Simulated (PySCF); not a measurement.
A GIAO shielding run with PySCF 2.14.0 with density-fitted response routines (density fitting, non-relativistic, gas phase) on `CCCCS[Si](C)(C)Cl`, C6H15ClSSi:

```
{"job": {"kind": "nmr", "xc": "PBE0", "basis": "pcSseg-1"}, "charge": 0, "multiplicity": 1}
C     -3.465764    -0.256656    -0.482199
C     -2.186473     0.565896    -0.385724
C     -1.361958     0.238883     0.858622
C     -0.715138    -1.136638     0.824947
S      0.399247    -1.395302    -0.603762
Si     2.073960    -0.092220    -0.169357
C      3.618046    -0.947096    -0.864514
C      1.815207     1.637015    -0.925326
Cl     2.270400     0.115230     1.853823
H     -4.048706     0.056566    -1.345074
H     -4.074875    -0.124683     0.410146
H     -3.239982    -1.313745    -0.594306
H     -1.575575     0.389477    -1.273368
H     -2.444699     1.627353    -0.361910
H     -2.004001     0.283589     1.742881
H     -0.578725     0.990724     0.982051
H     -0.131792    -1.307663     1.728663
H     -1.460912    -1.923501     0.730941
H      3.795895    -1.902730    -0.379504
H      4.500272    -0.330824    -0.721820
H      3.507799    -1.134735    -1.927597
H      0.920457     2.122506    -0.544545
H      1.716552     1.573282    -2.004791
H      2.659030     2.285036    -0.707253
```

Hardware: 1 thread of an Arm Neoverse V2, shared host. The job also computes population analyses, field gradients.

Task: How large is the calculation?

Result: 98 electrons, 249 basis functions and 1359 auxiliary functions.

Task: How long does it take?

Result: 64 s of wall time, with 13 SCF cycles and 4 response iterations. Times on a shared host scatter by some tens of per cent.
